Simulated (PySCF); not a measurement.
This PySCF input asks for the NMR shieldings of `CCC[Si@H](N)O[SiH3]`, C₃H₁₃NOSi₂; the geometry comes from GFN2-xTB.

```python
import basis_set_exchange as bse
import numpy as np
from pyscf import gto, dft
from pyscf.prop import nmr

atoms = """
C    -2.706723   -1.203551    0.085383
C    -1.409307   -0.581931    0.590189
C    -0.930854    0.556534   -0.305801
Si    0.722132    1.290124    0.265568
N     1.308051    2.285239   -1.014040
O     1.830095    0.124772    0.497631
Si    2.670016   -1.198646    0.106667
H    -2.570564   -1.610186   -0.914814
H    -3.030344   -2.008575    0.741880
H    -3.496754   -0.455982    0.044261
H    -1.559751   -0.206348    1.604794
H    -0.633143   -1.348859    0.638219
H    -1.698760    1.331436   -0.332218
H    -0.834018    0.183388   -1.327407
H     0.643517    1.893802    1.600884
H     2.263934    2.598874   -0.966724
H     0.721692    3.021106   -1.369976
H     1.904111   -2.021290   -0.830523
H     2.875840   -1.885411    1.381114
H     3.925683   -0.753816   -0.498123
"""
names = dict.fromkeys(["C", "Si", "N", "O", "H"], "pcSseg-1")
basis = {el: gto.basis.parse(bse.get_basis(n, elements=[el], fmt="nwchem")) for el, n in names.items()}
mol = gto.M(atom=atoms, basis=basis, charge=0, verbose=0)
mf = dft.RKS(mol, xc="PBE0")
mf.grids.level = 2
mf.grids.alignment = dft.numint.BLKSIZE   # the property module wants whole blocks of grid points
mf.conv_tol = 1e-9
mf.kernel()

calc = nmr.RKS(mf)   # GIAO
C = mf.mo_coeff
Co = C[:, mf.mo_occ > 0]
resp = mf.gen_response(singlet=True, hermi=2)
def vind(x):   # induced exchange potential for any number of trial vectors
    d = np.einsum("pi,xij,qj->xpq", C, 2 * x.reshape(-1, C.shape[1], Co.shape[1]), Co, optimize=True)
    return np.einsum("xpq,pi,qj->xij", resp(d - d.transpose(0, 2, 1)), C, Co, optimize=True).ravel()
mo1, _ = nmr.rhf.solve_mo1(calc, with_cphf=vind)
sigma = calc.kernel(mo1)
for i, s in enumerate(sigma):   # ppm
    w = np.linalg.eigvalsh((s + s.T) / 2)
    print("%2d %-2s iso %8.1f  s11 %8.1f  s22 %8.1f  s33 %8.1f" % (i, mol.atom_pure_symbol(i), w.mean(), *w))
```

Task: What does it print?

Result: 
```
 0 C  iso    166.0  s11    152.1  s22    158.2  s33    187.7
 1 C  iso    166.9  s11    161.7  s22    167.2  s33    171.6
 2 C  iso    164.1  s11    147.8  s22    160.3  s33    184.3
 3 Si iso    369.1  s11    340.1  s22    374.8  s33    392.4
 4 N  iso    240.7  s11    207.3  s22    251.0  s33    263.8
 5 O  iso    309.0  s11    260.2  s22    317.8  s33    348.9
 6 Si iso    395.8  s11    359.6  s22    362.6  s33    465.3
 7 H  iso     30.7  s11     26.7  s22     29.1  s33     36.3
 8 H  iso     30.3  s11     25.5  s22     27.5  s33     37.9
 9 H  iso     30.8  s11     26.8  s22     28.8  s33     36.8
10 H  iso     30.4  s11     25.2  s22     30.1  s33     35.9
11 H  iso     30.3  s11     24.1  s22     31.1  s33     35.7
12 H  iso     31.4  s11     26.9  s22     31.1  s33     36.1
13 H  iso     31.0  s11     27.3  s22     30.8  s33     34.9
14 H  iso     26.5  s11     23.7  s22     23.9  s33     31.8
15 H  iso     31.0  s11     23.7  s22     27.3  s33     41.9
16 H  iso     31.5  s11     24.4  s22     27.7  s33     42.3
17 H  iso     26.5  s11     22.7  s22     25.8  s33     30.9
18 H  iso     26.6  s11     23.1  s22     24.6  s33     31.9
19 H  iso     26.5  s11     22.7  s22     24.9  s33     32.0
```

These numbers come from an equivalent density-fitted implementation of the same equations, which agrees with the script to about 0.01 ppm for H and up to a few tenths of a ppm for heavy atoms, so last digits may differ.

Task: Turn these shieldings into chemical shifts. Referencing at the same level of theory: ¹³C (σref 186.93) and ²⁹Si (σref 349.16) and ¹H (σref 31.72) against TMS; ¹⁵N (σref 267.73) vs NH3; H2O for ¹⁷O (σref 336.08).

Result: Averaging equivalent atoms: C 2: 22.8; C 0: 20.9; C 1: 20.1; Si 3: -19.9; Si 6: -46.7; N 4: 27.0; O 5: 27.1; H 14: 5.26; H 17/18/19: 5.19; H 11: 1.40; H 10: 1.33; H 7/8/9: 1.11; H 13: 0.71; H 15/16: 0.50; H 12: 0.35 ppm. Experimental scales use liquid or dissolved standards, which lie at an offset from isolated NH3 (liquid NH3: subtract about 20 ppm) and H2O (liquid H2O: subtract about 36 ppm).

Size and cost of the density-fitted run: 198 basis functions, 38 s wall time on 1 thread of an Arm Neoverse V2, shared host; peak memory 0.92 GiB.
